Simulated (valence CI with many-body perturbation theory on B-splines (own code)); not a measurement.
Ni²³⁺ in brief

Level of theory: valence CI with perturbative core correlation (CI+MBPT): three valence electrons over a frozen Dirac-Fock core [He], radial functions for each j: 11 s, 11 p, 10 d, 8 f, 5 g, 2 h, with the one-electron correlation potential Σ1, the two-electron term Σ2, the three-electron term Σ3, Breit, model QED; selected CI, second order for the rest, scaled by the run's own slope (own B-spline code, finite nucleus).

No measured levels were compared; by estimate levels of excited configurations hold to 0.05 to 0.15 % of their energy, terms of the ground configuration to about 0.5 %.

Names give the largest LS component (configuration and term), which can be under half, so a name can repeat, a term be missing and a line seem to break the LS rules; names also repeat where a configuration has a term twice.

Rates and lifetimes use the calculated energies. Strong lines usually hold to 10 to 20 %, long lifetimes can be off by a factor of two.

Q: What is the ground level?

A: 2s2.2p 2P°_1/2, composition 98 % 2s2.2p 2P°, g = 0.660.

Q: How is the term 2P° of the ground level split?

A: J = 1/2 at 0.00, J = 3/2 at 1.49 Ry.

Q: Where does the other parity begin?

A: At 2s.2p2 4P_1/2, 4.17 Ry.

Q: Among levels below 128.97 Ry, which E1 lines absorb most strongly from the ground level?

A: to 2s2.3d 2D_3/2 at 0.9963 nm, f = 0.677; to 2s.2p.3p 2D_3/2 at 0.9687 nm, f = 0.219; to 2s.2p.3p 2P_1/2 at 0.9729 nm, f = 0.140.

Q: What is the ionisation energy?

A: 2130.9 eV; NIST lists 2130.5 ± 0.9 eV (semi-empirical).

Q: How well does LS coupling describe the low levels?

A: Among the lowest 20 levels the leading LS term, summed over configurations, holds 91 % on average. For single configurations the figures are 89 % in LS and 84 % in jj coupling. Terms mix most in the J = 1/2 level at 10.30 Ry, where the leading one holds 64 %.
